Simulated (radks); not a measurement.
Results of a calculation; reference values are marked as such.
All-electron atom: the bromine ion Br+ in [Ar] 3d10 4s2 4p4.

Code: a radial shooting solver on a logarithmic mesh with Libxc functionals. Model: scalar-relativistic Kohn-Sham, exchange-only PBE, spin-polarised, spherical densities, point nucleus; open shells are filled with parallel spins first.

Energy parts (hartree):
total: -2604.33260
kinetic: 2662.24606
electron-nucleus: -6269.53083
Hartree: 1093.06536
exchange: -90.11319

Orbitals (lengths in bohr, moments of r in powers of bohr; r(90%) holds 90 % of the orbital's charge):
orbital,occ.,eigenvalue (hartree),<r^4>,r(90%),<1/r>
1s up,1,-489.8480,0.00001560,0.0764,35.66
1s down,1,-489.8431,0.00001560,0.0764,35.66
2s up,1,-64.06090,0.003102,0.293,7.897
2s down,1,-64.05836,0.003102,0.293,7.897
2p up,3,-56.54998,0.002250,0.270,7.729
2p down,3,-56.54543,0.002249,0.270,7.729
3s up,1,-9.10751,0.1951,0.822,2.593
3s down,1,-9.10087,0.1945,0.821,2.593
3p up,3,-6.73702,0.2368,0.862,2.440
3p down,3,-6.72944,0.2354,0.861,2.441
3d up,5,-2.81718,0.4136,0.976,2.150
3d down,5,-2.80700,0.4019,0.971,2.155
4s up,1,-1.11148,14.77,2.42,0.8108
4s down,1,-1.03206,15.19,2.43,0.8146
4p up,3,-0.63761,34.05,2.98,0.6680
4p down,1,-0.56007,39.07,3.09,0.6588

The highest occupied level is 4p down at -15.240 eV. For comparison, the ionisation energy in NIST's Atomic Spectra Database is 21.591 eV (measured). In exact Kohn-Sham theory the highest level is minus the ionisation energy, but local and semilocal functionals leave it too shallow, through self-interaction and a potential that decays too fast; potentials with the right tail come closer. The density falls to 0.001 e/bohr^3 at r = 3.86 bohr.
